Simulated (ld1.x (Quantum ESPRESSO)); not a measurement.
nitrogen: one change to a TM potential, before and after

* Element: nitrogen (N)
* Generator: ld1.x (Quantum ESPRESSO) 7.5
* Type: norm-conserving Troullier–Martins (Kleinman–Bylander form)
* Functional: LDA (PZ)
* Relativity: non-relativistic
* Frozen core: [He]
* Valence charge: 5
* Reference configuration: 2s2 2p2.5 (charge +0.5)
* Partial waves: 2p (bound): rc 2.55 bohr; 2s (bound): rc 1.15 bohr
* Local potential: the s channel
* Core correction: none

Change: wave 2p (bound): rc 2.55 bohr becomes 2p (bound): rc 3.68 bohr.

Cutoffs: the cutoffs (Ry, on a coarse ladder) from which the occupation-weighted sum of valence levels, in a spherical-Bessel basis at the reference potential, stays within 10 and 1 mRy of its value at 400 Ry; they do not see the model core or the augmentation charge, which bear on the density cutoff. Errors are all-electron minus pseudo energies relative to the spin-unpolarised reference configuration.

Task: How do hardness, ghosts and transferability respond?

Result: The potential gets neither clearly harder nor softer (45 Ry and 110 Ry → 45 Ry and 110 Ry); the s channel sets the loose cutoff, while the largest relative change is in p, which becomes softer; the number of tests that count goes from 9 to 8; of the 8 tests that both files solve, the error grows in 8 and shrinks in 0 by more than 15 % and 0.3 meV (median size 81.4 → 217.4 meV); neither file shows a bound ghost at the reference potential, the only one tested. More of the atom is replaced by a form fitted at one configuration, so other configurations suffer.

| quantity | base | changed |
| --- | --- | --- |
| cutoff, loose | 45 Ry | 45 Ry |
| cutoff, tight | 110 Ry | 110 Ry |
| loose cutoff by channel (10 mRy a level) | p 21 Ry, s 40 Ry | p 12 Ry, s 40 Ry |
| bound ghosts | none | none |
| tests counted (converged, no solver errors) | 9 of 9 | 8 of 9 |
| error for 2s2 2p3, meV [ΔE -5.17 eV] | +18 | +82 |
| error for 2s2 2p2, meV [ΔE 8.57 eV] | +43 | +148 |
| error for 2s2 2p1, meV [ΔE 37.54 eV] | +701 | +1995 |
| error for 2s1 2p4, meV [ΔE 6.00 eV] | +93 | +178 |
| error for 2s2 2p0, meV [ΔE 84.71 eV] | +3027 | +7492 |
| error for 2s1 2p0, meV [ΔE 162.13 eV] | +5047 | +12348 |
| error for 2s2 2p2.5 (spin-polarised), meV [ΔE -2.31 eV] | +14 | -257 |
| error for 2s2 2p3 (spin-polarised), meV [ΔE -8.06 eV] | +70 | -162 |

Changed file: Tests not counted: 2s0 2p5 (solver errors, printed error -183 eV). These tests converged, but a pseudo level misses the all-electron one widely, so the file describes the atom poorly there or has found another state: 2s2 2p1: 2p by 3.3 eV; 2s2 2p0: empty 2p by 8.0 eV; 2s1 2p0: empty 2p by 11.7 eV.
